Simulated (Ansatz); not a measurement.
[LnCl6]3-: PBE0-D4/def2-TZVP single points in Ansatz on relaxed structures, gas phase. Core potentials for Ce, Dy, Er, Eu, Gd, Ho, Nd, Pr, Sm, Tb, Tm, Yb, no spin–orbit coupling. HOMO and LUMO are taken over both spins. With an open 4f shell the SCF may have ended above the lowest state. Levels of anions in sets without diffuse functions are rough. The structures are stationary points that may keep the symmetry of their start. Remarks come from the PBE and PBE0 runs and from stability tests at other levels; not every state was tested. A HOMO above zero means that the electron is unbound at that level and held by the basis, or that self-interaction error raises the level; the energy of removing that electron tells which. HOMO above LUMO (over both spins in singlets and doublets, within one spin in higher multiplets; at PBE or PBE0), or a gap under 0.15 eV within one spin, warns that the state may not be the lowest or that an electron is smeared out.

| species | atoms | state | geometry | HOMO (eV) | LUMO (eV) | gap (eV) | point group (within 0.1 Å) | remarks |
| --- | --- | --- | --- | --- | --- | --- | --- | --- |
| [CeCl6]3- (CeCl6³⁻) | 7 | doublet | PBE-D4/def2-SVP | 4.05 | 9.51 | 5.46 | Oh | HOMO above zero at PBE or PBE0 |
| [PrCl6]3- (PrCl6³⁻) | 7 | triplet | PBE0-D4/def2-SVP | 3.17 | 8.91 | 5.74 | Oh | HOMO above zero at PBE or PBE0 |
| [NdCl6]3- (NdCl6³⁻) | 7 | quartet | PBE-D4/def2-SVP | 3.18 | 8.77 | 5.59 | Oh | HOMO above zero at PBE or PBE0 |
| [EuCl6]3- (EuCl6³⁻) | 7 | septet | r2SCAN-D4/def2-SVP | 3.19 | 5.86 | 2.67 | – | HOMO above zero at PBE or PBE0, spin-contaminated (⟨S²⟩ up to 12.25) |
| [HoCl6]3- (HoCl6³⁻) | 7 | quintet | r2SCAN-D4/def2-SVP | 3.46 | 9.77 | 6.30 | Oh | HOMO above zero at PBE or PBE0 |
| [ErCl6]3- (ErCl6³⁻) | 7 | quartet | PBE-D4/def2-SVP | 3.41 | 9.27 | 5.87 | – | HOMO above zero at PBE or PBE0 |
| [TmCl6]3- (TmCl6³⁻) | 7 | triplet | PBE-D4/def2-SVP | 3.40 | 8.10 | 4.69 | Oh | HOMO above zero at PBE or PBE0 |
| [YbCl6]3- (YbCl6³⁻) | 7 | doublet | PBE-D4/def2-SVP | 3.38 | 7.23 | 3.85 | – | near-degenerate levels, HOMO above zero at PBE or PBE0, gap within one spin near zero |

(1) Estimate the rows for [SmCl6]3- (SmCl6³⁻) (sextet, PBE-D4/def2-SVP geometry); [GdCl6]3- (GdCl6³⁻) (octet, PBE-D4/def2-SVP geometry); [TbCl6]3- (TbCl6³⁻) (septet, r2SCAN-D4/def2-SVP geometry); [DyCl6]3- (DyCl6³⁻) (sextet, PBE-D4/def2-SVP geometry).

(1) 
```csv
species,atoms,state,geometry,HOMO (eV),LUMO (eV),gap (eV),point group (within 0.1 Å),remarks
[SmCl6]3- (SmCl6³⁻),7,sextet,PBE-D4/def2-SVP,3.17,6.96,3.79,Oh,"HOMO above zero at PBE or PBE0, spin-contaminated (⟨S²⟩ up to 8.88)"
[GdCl6]3- (GdCl6³⁻),7,octet,PBE-D4/def2-SVP,3.30,10.15,6.85,Oh,HOMO above zero at PBE or PBE0
[TbCl6]3- (TbCl6³⁻),7,septet,r2SCAN-D4/def2-SVP,3.35,9.92,6.58,Oh,HOMO above zero at PBE or PBE0
[DyCl6]3- (DyCl6³⁻),7,sextet,PBE-D4/def2-SVP,3.36,9.23,5.87,–,HOMO above zero at PBE or PBE0
```

The gap (eV) runs from 2.67 ([EuCl6]3-) to 6.85 ([GdCl6]3-).
